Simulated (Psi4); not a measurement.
C5H4N (SMILES [c-]1cccnc1), charge -1, singlet, at a GFN2-xTB geometry (a gas-phase anion, which may not be bound at this level). Base run: CCSD/STO-3G (Psi4 1.11).

The Psi4 input:
```
memory 2 GB

molecule {
-1 1
  N    -0.01597523   -0.02962172    1.38373483
  C     0.01557545   -0.06582818   -1.36989980
  C    -0.00521036    1.10543325    0.69612625
  C    -0.01054599   -1.15662589    0.66382466
  C     0.00511221   -1.33380566   -0.73772362
  C     0.01077742    1.14303371   -0.68694833
  H     0.02830252   -0.02508551   -2.46852276
  H    -0.00972220    2.02524692    1.29071120
  H    -0.02017221   -2.05150868    1.30507188
  H     0.01916619    2.10545597   -1.20567905
}

set basis sto-3g

energy('ccsd')
print_variables()
```

Each row names what was changed in the base input (with any setting that the change needs).

```json
[
 {"change": "base", "ΔE vs base (kcal/mol)": "0.000", "MP2 correlation (Eh)": "-0.33460", "CC correlation without the perturbative part (Eh)": "-0.39369", "basis functions": "34", "outcome": "converged"},
 {"change": "method = cisd", "ΔE vs base (kcal/mol)": "-", "MP2 correlation (Eh)": "-", "CC correlation without the perturbative part (Eh)": "-", "basis functions": "34", "outcome": "stopped with an error"},
 {"change": "method = dlpno-mp2", "ΔE vs base (kcal/mol)": "36.73", "MP2 correlation (Eh)": "-0.33450", "CC correlation without the perturbative part (Eh)": "-", "basis functions": "34", "outcome": "converged"},
 {"change": "method = qcisd(t)", "ΔE vs base (kcal/mol)": "-", "MP2 correlation (Eh)": "-", "CC correlation without the perturbative part (Eh)": "-", "basis functions": "34", "outcome": "stopped with an error"},
 {"change": "method = fno-ccsd(t)", "ΔE vs base (kcal/mol)": "-", "MP2 correlation (Eh)": "-", "CC correlation without the perturbative part (Eh)": "-", "basis functions": "34", "outcome": "stopped with an error"},
 {"change": "puream = off", "ΔE vs base (kcal/mol)": "0.000", "MP2 correlation (Eh)": "-0.33460", "CC correlation without the perturbative part (Eh)": "-0.39369", "basis functions": "34", "outcome": "converged"},
 {"change": "scf_type = pk; mp2_type = conv", "ΔE vs base (kcal/mol)": "0.000", "MP2 correlation (Eh)": "-0.33460", "CC correlation without the perturbative part (Eh)": "-0.39369", "basis functions": "34", "outcome": "converged"},
 {"change": "method = mp2", "ΔE vs base (kcal/mol)": "36.69", "MP2 correlation (Eh)": "-0.33455", "CC correlation without the perturbative part (Eh)": "-", "basis functions": "34", "outcome": "converged"},
 {"change": "puream = on", "ΔE vs base (kcal/mol)": "0.000", "MP2 correlation (Eh)": "-0.33460", "CC correlation without the perturbative part (Eh)": "-0.39369", "basis functions": "34", "outcome": "converged"},
 {"change": "method = ccsd(t)", "ΔE vs base (kcal/mol)": "-6.58", "MP2 correlation (Eh)": "-0.33460", "CC correlation without the perturbative part (Eh)": "-0.39369", "basis functions": "34", "outcome": "converged"}
]
```

A gas-phase anion may not be bound at this level; its values then depend on the basis.

- method = cisd: ended with `Fatal Error: ndocc must be less than nvirt`
- method = qcisd(t): ended with `Fatal Error: ndocc must be less than nvirt`
- method = fno-ccsd(t): ended with `Fatal Error: ndocc must be less than nvirt`
